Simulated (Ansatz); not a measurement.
One change: `C=C[Si](N)(Cl)OC` becomes `C=C[SiH](N)OC`.

Ansatz, PBE0-D4/def2-TZVP geometries, multiplicity 1. Each molecule was computed in one conformer, which needn't be the lowest.

```csv
property,`C=C[Si](N)(Cl)OC`
LUMO energy (PBE0/def2-TZVPP) / eV,-0.40
size of the dipole moment (B3LYP/def2-TZVPP) / D,2.05
size of the dipole moment (ωB97M-V/def2-TZVPP) / D,2.04
LUMO energy (ωB97M-V/def2-TZVPP) / eV,1.68
size of the dipole moment (PBE/def2-TZVPP) / D,2.06
HOMO–LUMO gap (B3LYP/def2-TZVPP) / eV,6.72
```

Task: Give the same properties after the change, and the shifts. (Estimate.)

Result: The calculation gave: 
| property | `C=C[SiH](N)OC` | shift |
| --- | --- | --- |
| LUMO energy (PBE0/def2-TZVPP) / eV | -0.35 | 0.05 |
| size of the dipole moment (B3LYP/def2-TZVPP) / D | 1.60 | -0.45 |
| size of the dipole moment (ωB97M-V/def2-TZVPP) / D | 1.62 | -0.42 |
| LUMO energy (ωB97M-V/def2-TZVPP) / eV | 1.71 | 0.03 |
| size of the dipole moment (PBE/def2-TZVPP) / D | 1.57 | -0.49 |
| HOMO–LUMO gap (B3LYP/def2-TZVPP) / eV | 6.71 | -0.01 |

Dipoles are sizes alone; their direction can turn.

B3LYP here is the variant with VWN-RPA as its local correlation; programs differ in this.
